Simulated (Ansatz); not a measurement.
`C[SiH](F)[InH2]` + H₂S → `C[SiH](F)S` + `[InH3]` at 400 K and 1 bar (cleavage of the Si–In bond).

Isolated molecules relaxed with PBE0-D4/def2-TZVP in Ansatz; ΔE leaves out vibrations. CBS: MP2 limit from def2 TZ/QZ plus the TZ coupled-cluster correction, frozen cores. This one scheme is used for every species. def2 core potentials past Kr. For In outer-core shells are correlated without core-valence functions, which leaves a few kJ/mol of doubt a bond. Each species was taken in one conformer, which may not be the lowest.

```
          species  CCSD(T)/CBS energy (Eh)  H − E (kJ/mol)  S (J/(mol·K))
`C[SiH](F)[InH2]`               -620.39478           193.5          411.8
              H₂S               -398.97279            53.4          215.9
     `C[SiH](F)S`               -827.81979           183.2          360.7
         `[InH3]`               -191.56739            59.8          243.4
```

H − E and S are ideal-gas, rigid-rotor, harmonic terms from PBE0-D4/def2-TZVP, for one conformer and one mirror image of each species. 1 Eh = 2625.50 kJ/mol, R = 8.31446 J/(mol·K).

**Question.** By hand: ΔE, ΔH, ΔS and ΔG.

**Answer.** ΔE = (-827.81979) + (-191.56739) − (-620.39478) − (-398.97279) = -0.01961 Eh = -51.5 kJ/mol. Δ(H − E) = 183.2 + 59.8 − 193.5 − 53.4 = -3.9, so ΔH = -55.4 kJ/mol. ΔS = 360.7 + 243.4 − 411.8 − 215.9 = -23.6 J/(mol·K). ΔG = -55.4 − 400 × (-23.6)/1000 = -46.0 kJ/mol.

**Question.** By hand: the equilibrium constant, and the temperature at which ΔG would vanish if ΔH and ΔS stayed fixed.

**Answer.** log₁₀ K = −ΔG/(RT ln 10) = 6.0. ΔG = 0 at ΔH/ΔS = 2347 K.

ΔH outweighs TΔS. A doubt of 5 kJ/mol in ΔE shifts log₁₀ K by 0.7 here. Other conformers and mirror images would add mixing entropy, several J/(mol·K) or more a flexible species. These are equilibria of isolated gas molecules and say nothing of rates. Largest T1 diagnostic: 0.014 (customary marks: 0.02 for closed shells, 0.045 for open ones).
